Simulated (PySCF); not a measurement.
Species: C₄H₉OP₂ (charge +1).
InChI=1S/C4H8OP2/c1-7(4-5)3-2-6/h5H,4,6H2,1H3/p+1

Torsions of this conformer, `[CH3:1][P:2]([C:3]#[C:4][PH3+:5])[CH2:6][OH:7]`: C1–P2–C6–O7 160°, H–O7–C6–P2 83°.

The closed-shell ground state was solved at several levels (PySCF, density fitting, gas phase, non-relativistic). Isolated species at its GFN2-xTB geometry (one conformer only). GFN2-xTB frequencies show an imaginary mode (24i cm⁻¹), so this geometry is no minimum at that level.

```
         level  basis functions  HOMO (eV)  LUMO (eV)  gap (eV)
PBE0/def2-SVPD              223     -10.74      -5.81      4.93
 PBE0/pcSseg-1              178     -10.72      -5.77      4.95
```

Problem. Estimate the row for wB97X-D/def2-SVPD, a basis of 223 functions; the other rows only guide the guess.

Solution. HOMO -12.49 eV, LUMO -4.06 eV, gap 8.43 eV.

Problem. Over all these levels, which gives the widest orbital gap and which the narrowest?

Solution. wB97X-D/def2-SVPD (range-separated hybrid) has the widest, 8.43 eV, and PBE0/def2-SVPD (global hybrid, 25 % exact exchange) the narrowest, 4.93 eV. The two share the basis. From the narrowest to the widest the HOMO moves by -1.75 eV and the LUMO by +1.75 eV.
